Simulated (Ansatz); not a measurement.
Calculated with Ansatz (gas phase, PBE0-D4/def2-TZVP geometries, no zero-point term in ΔE). CCSD(T)/CBS is the MP2 limit (def2-TZVPP, def2-QZVPP) plus CCSD(T) − MP2 in def2-TZVPP, frozen cores. This one scheme is used for every species. DFT in def2-TZVPP. B3LYP here is the variant with VWN-RPA as its local correlation; programs differ in this. For Br, Ge outer-core shells are correlated without core-valence functions, which leaves a few kJ/mol of doubt a bond. Scalar relativity is left out up to krypton. Each species was taken in one conformer, which may not be the lowest.

`C=[CH][GeH2][CH2]F` + HBr → `F[CH2][GeH2][Br]` + ethylene  (ligand exchange at a Ge–C bond)

| level | ΔE (kJ/mol) |
| --- | --- |
| B3LYP-D4 | -100.0 |
| B2PLYP | -99.9 |
| CCSD/def2-TZVPP | -93.8 |
| HF/def2-QZVPP | -115.8 |

(1) What does CCSD(T)/CBS give? (An estimate is asked.)

Largest T1 diagnostic among the species: 0.011.

Results:

(1) Ansatz gave: -94.7 kJ/mol. The listed levels differ from it by -5.3, -5.2, 0.9, -21.1 kJ/mol.

In def2-TZVPP, CCSD(T) changes the Hartree–Fock value by +24.2 kJ/mol (the triples alone add +2.4 kJ/mol) and MP2 by +22.1 kJ/mol. The D4 term adds +3.0 kJ/mol with B3LYP and +1.9 kJ/mol with PBE0; it sums over pairs of atoms, weighted by their polarisabilities, and B3LYP, whose exchange is more repulsive, gets the larger term.
